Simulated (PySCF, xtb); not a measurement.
Pt(OH) (HOPt), SMILES [OH][Pt] (connectivity only; charge and spin as stated), neutral, multiplicity 2.

Harmonic wavenumbers (cm⁻¹) from GFN2-xTB in xtb at its own minimum, in rising order: 509, 818, 3496.

Task: What does PySCF with PBE-D3(BJ)/def2-TZVPD give at its own minimum? (An estimate is asked for; the answer gives what the named calculation found.)

Result: 641, 908, 3541. Paired by order, the mean absolute difference is 89 cm⁻¹ and the zero-point energies are 6.9 and 7.3 kcal/mol.
